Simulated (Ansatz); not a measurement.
Reaction (atomization): `C[Si](C)(C)[Sn]([Cl])([Cl])[Cl]` → 3 C• + 3 Cl• + 9 H• + Si• + Sn•

Program: Ansatz. Geometries: PBE0-D4/def2-TZVP. ΔE: electronic, gas phase. CCSD(T)/CBS adds triple-zeta CCSD(T) − MP2 to the extrapolated MP2 energy (def2 sets, frozen cores). This one scheme is used for every species, atoms too. For atomizations the MP2-based limit and the directly extrapolated one differ by several kJ/mol either way, and by 10 to 25 for some Ge, Se and Sn compounds, so smaller differences from it don't rank the levels. Open shells (•) are unrestricted, without spin–orbit coupling. Spin–orbit coupling would lower the free atoms: a little for C, Cl, Si; strongly for Sn. Elements past krypton have def2 core potentials. Bonds to Sn are less sure, by a few kJ/mol each and by 10 to 20 or more in all where they break to atoms, as the def2 sets lack core-valence functions. One conformer a species, not always the lowest.

```json
{"species": "`C[Si](C)(C)[Sn]([Cl])([Cl])[Cl]`", "CCSD(T)/CBS(def2) energy (Eh)": "-2002.22916"}
{"species": "C•", "CCSD(T)/CBS(def2) energy (Eh)": "-37.79194"}
{"species": "Cl•", "CCSD(T)/CBS(def2) energy (Eh)": "-459.70966"}
{"species": "H•", "CCSD(T)/CBS(def2) energy (Eh)": "-0.50000"}
{"species": "Si•", "CCSD(T)/CBS(def2) energy (Eh)": "-288.94402"}
{"species": "Sn•", "CCSD(T)/CBS(def2) energy (Eh)": "-213.97081"}
```

Question: Work out ΔE.

Answer: ΔE = 9 × (-0.50000) + 3 × (-37.79194) + 3 × (-459.70966) + (-288.94402) + (-213.97081) − (-2002.22916) = 2.30953 Eh = +62.85 eV.

Largest T1 diagnostic among the species: 0.012.

The D4 term adds +0.95 eV with B3LYP and +0.53 eV with PBE0; it sums over pairs of atoms, weighted by their polarisabilities, and B3LYP, whose exchange is more repulsive, gets the larger term. From BLYP to BHLYP (50 % exact exchange), in def2-TZVPP and without D4, ΔE moves by −0.25 eV: exact exchange takes away binding that semilocal exchange gives to molecules.

B3LYP here is the variant with VWN-RPA as its local correlation; programs differ in this.
